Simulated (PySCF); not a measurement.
Atoms are numbered as in `[SiH3:1][CH2:2]/[CH:3]=[N:4]/[c:5]1[cH:6][cH:7][cH:8][o:9]1`. Hydrogens are named by the atom that carries them.

How the numbers were obtained: σ from GIAO-PBE0/pcSseg-1, coordinates at the GFN2-xTB level, in PySCF 2.14.0 with density-fitted response routines (no relativistic terms, a single conformation, no solvent model, rapidly exchanging positions averaged).

References, each an isolated molecule treated in the same way: TMS for 13C (σref 186.93), 1H (σref 31.72), 29Si (σref 349.16); NH3 for 15N (σref 267.73); 17O (σref 336.08) vs H2O.

```json
{"atoms": "N4", "nucleus": "15N", "count": "1", "Hirshfeld charge": "-0.16", "δ (ppm)": "329.5"}
{"atoms": "C8", "nucleus": "13C", "count": "1", "Hirshfeld charge": "0.01", "δ (ppm)": "143.3"}
{"atoms": "C7", "nucleus": "13C", "count": "1", "Hirshfeld charge": "-0.09", "δ (ppm)": "?"}
{"atoms": "H(C3)", "nucleus": "1H", "count": "1", "Hirshfeld charge": "0.04", "δ (ppm)": "8.19"}
{"atoms": "H(C2)", "nucleus": "1H", "count": "2", "Hirshfeld charge": "0.05", "δ (ppm)": "?"}
{"atoms": "C2", "nucleus": "13C", "count": "1", "Hirshfeld charge": "-0.16", "δ (ppm)": "25.7"}
{"atoms": "H(Si1)", "nucleus": "1H", "count": "3", "Hirshfeld charge": "-0.07", "δ (ppm)": "3.95"}
{"atoms": "Si1", "nucleus": "29Si", "count": "1", "Hirshfeld charge": "0.33", "δ (ppm)": "?"}
{"atoms": "C6", "nucleus": "13C", "count": "1", "Hirshfeld charge": "-0.09", "δ (ppm)": "115.5"}
{"atoms": "C3", "nucleus": "13C", "count": "1", "Hirshfeld charge": "0.04", "δ (ppm)": "158.4"}
{"atoms": "H(C6)", "nucleus": "1H", "count": "1", "Hirshfeld charge": "0.06", "δ (ppm)": "6.60"}
{"atoms": "C5", "nucleus": "13C", "count": "1", "Hirshfeld charge": "0.09", "δ (ppm)": "?"}
{"atoms": "H(C7)", "nucleus": "1H", "count": "1", "Hirshfeld charge": "0.06", "δ (ppm)": "?"}
{"atoms": "O9", "nucleus": "17O", "count": "1", "Hirshfeld charge": "-0.07", "δ (ppm)": "278.1"}
{"atoms": "H(C8)", "nucleus": "1H", "count": "1", "Hirshfeld charge": "0.06", "δ (ppm)": "7.24"}
```

Problem. Complete the table.

Solution. 
- C5: 162.2 ppm, aromatic carbon bearing nitrogen; σ withdrawal by the attached heteroatom moves it downfield of the ring CH carbons
- C7: 119.0 ppm, aromatic CH
- H(C7): 6.65 ppm, hydrogen on an aromatic CH; it sits in the deshielding region of the aromatic ring current
- H(C2): 2.24 ppm, hydrogen on an sp3 CH2 bonded to Si
- Si1: -72.7 ppm, silicon bonded to C, 3 H

Shifts are as computed. Against solution values, carbons near 30 ppm lie about +3 ppm off and those near 130 ppm about +5 ppm. Of 1309 compounds with measured shifts, 239 miss one by over three times the rms of a fit or turn the order of signals round; such compounds aren't used in these exercises. Unscaled 17O shifts of doubly bonded oxygen tend to come out too high, by tens of ppm or more. Experimental scales use liquid or dissolved standards, which lie at an offset from isolated NH3 (liquid NH3: subtract about 20 ppm) and H2O (liquid H2O: subtract about 36 ppm). Unscaled 15N shifts of sp2 nitrogen come out 20 to 40 ppm too high even then.
